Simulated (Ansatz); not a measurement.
Calculated with Ansatz (gas phase, PBE0-D4/def2-TZVP geometries, no zero-point term in ΔE). CBS: MP2 limit from def2 TZ/QZ plus the TZ coupled-cluster correction, frozen cores. Functionals use def2-TZVPP. Elements past krypton have def2 core potentials. For In, Zn outer-core shells are correlated without core-valence functions, which leaves a few kJ/mol of doubt a bond. Scalar relativity is left out up to krypton. One conformer a species, not always the lowest.

Reaction (redistribution): `[BH2][InH][F]` + `[SiH3]C[O][ZnH]` → `[BH2][InH][O][ZnH]` + `FC[SiH3]`

| level | ΔE (kcal/mol) | difference from CCSD(T)/CBS |
| --- | --- | --- |
| PBE0-D4 | 8.3 | 2.4 |
| ωB97M-V | 7.5 | 1.6 |
| B2PLYP | 5.5 | -0.4 |
| r2SCAN | 7.5 | 1.6 |
| HF/def2-TZVPP | 7.1 | 1.2 |
| MP2/def2-TZVPP | 4.4 | -1.5 |
| CCSD/def2-TZVPP | 5.9 | 0.0 |
| MP2/def2-QZVPP | 4.7 | -1.2 |
| MP2/CBS(def2) | 4.7 | -1.2 |
| CCSD/CBS(def2) | 6.2 | 0.3 |
| CCSD(T)/CBS | 5.9 | 0 |

Largest T1 diagnostic among the species: 0.018.

In def2-TZVPP, CCSD(T) changes the Hartree–Fock value by −1.5 kcal/mol (the triples alone add −0.3 kcal/mol) and MP2 by −2.7 kcal/mol. The D4 term adds +1.2 kcal/mol with B3LYP and +0.6 kcal/mol with PBE0; it sums over pairs of atoms, weighted by their polarisabilities, and B3LYP, whose exchange is more repulsive, gets the larger term.

B3LYP here is the variant with VWN-RPA as its local correlation; programs differ in this.
